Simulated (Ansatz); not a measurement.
The cluster Na₃Li⁻, relaxed as a doublet with UKS PBE0/def2-TZVPD in Ansatz, starting from the GFN1-xTB geometry. Force threshold 0.02 eV/Å.

The charge -1 doublet is spin-contaminated (final ⟨S²⟩ up to 0.88, 0.75 for a pure state). The relaxation made no stability test and no search for a lower SCF solution. Another isomer (doublet) lies 0.09 eV lower at PBE0/def2-TZVPD; other spin states weren't run for this one.

Start:

```xyz
4

Li   -1.6543    0.1528    1.7584
Na   -0.9077   -0.5417   -0.6766
Na    1.5357   -0.4239   -2.3563
Na    1.0263    0.8129    1.2745
```

(1) Estimate the energy that the relaxation releases and the steps that it takes.

(2) Does the start keep its bonding and symmetry?

(3) Predict the relaxed structure.

Answers

(1) 9.8 kcal/mol, in 7 steps; 15 s on 4 threads of Intel Xeon on a shared host. The force fell under the threshold at step 6, but the optimiser went on. No frequencies were taken in this run, so the end may be a saddle point.

(2) By distances, no bond broke or formed. The bond that changes most is Li1–Na2, from 2.64 to 3.30 Å (atoms count from 1). Point group Cs at the start, C2v at the end, both within 0.05 Å.

(3) 
```xyz
4

Li   -1.833    0.262    2.182
Na   -1.327   -0.765   -0.908
Na    1.946   -0.277   -2.316
Na    1.214    0.780    1.042
```
Bond lengths (bridged metal pairs left out): 3 × Na–Na 3.56 to 3.60 Å; 2 × Li–Na 3.30 Å.
